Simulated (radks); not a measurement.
Results of a calculation; reference values are marked as such.
Task: Ionisation of the sulfur ion S+, [Ne] 3s2 3p3, to S2+, [Ne] 3s2 3p2, under several functionals. Dirac Kohn-Sham, spin-unpolarised, spherical densities, point nucleus; open shells fill j = l - 1/2 first; a radial shooting solver on a logarithmic mesh with Libxc functionals. The NIST Atomic Spectra Database gives 23.338 eV (measured). Rank these functionals by the error of their Delta-SCF ionisation energy: Wu-Cohen GGA; BLYP; LDA (Slater exchange, Perdew-Zunger correlation); RPBE; PBE; OLYP; exchange-only B88; exchange-only PBE.

Result: From best to worst: LDA (Slater exchange, Perdew-Zunger correlation) 22.317 eV (-1.021); PBE 22.229 eV (-1.109); Wu-Cohen GGA 22.216 eV (-1.122); RPBE 22.214 eV (-1.124); OLYP 22.182 eV (-1.156); BLYP 22.081 eV (-1.257); exchange-only B88 21.246 eV (-2.092); exchange-only PBE 21.235 eV (-2.103). Spin polarisation and multiplet splitting are left out, so open shells lie too high by an amount that depends on their filling.

Beside tabulated values, note that spin-unpolarised runs miss the spin-polarisation part of the exchange energy of open shells.
